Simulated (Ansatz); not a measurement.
Reaction (formal exchange of groups at a C–Si bond): `N#C[SiH]1CS1` + `OC(F)[SiH3]` → `N#CC(O)(F)[SiH3]` + `C1[SiH2]S1`

Computed with Ansatz on PBE0-D4/def2-TZVP structures; ΔE is electronic, products minus reactants. CCSD(T)/CBS adds triple-zeta CCSD(T) − MP2 to the extrapolated MP2 energy (def2 sets, frozen cores). Functionals use def2-TZVPP. Each species was taken in one conformer, which may not be the lowest.

```tsv
species	r2SCAN0 energy (Eh)
`N#C[SiH]1CS1`	-820.36056
`OC(F)[SiH3]`	-505.59358
`N#CC(O)(F)[SiH3]`	-597.79416
`C1[SiH2]S1`	-728.13773
```

**Question.** Work out ΔE.

**Answer.** ΔE = (-597.79416) + (-728.13773) − (-820.36056) − (-505.59358) = 0.02225 Eh = +0.61 eV. CCSD(T)/CBS gives +0.65 eV.

Largest T1 diagnostic among the species: 0.014.

At CCSD(T), def2-SVP lies −0.18 eV from the extrapolated value and def2-TZVPP −0.03 eV. Leaving LDA and LC-ωPBE aside and taking each functional with its dispersion term where it has one, the values, not all of them listed here, spread over 0.08 eV, from PBE-D4 to B2PLYP. LDA lies −0.11 eV from PBE without D4.
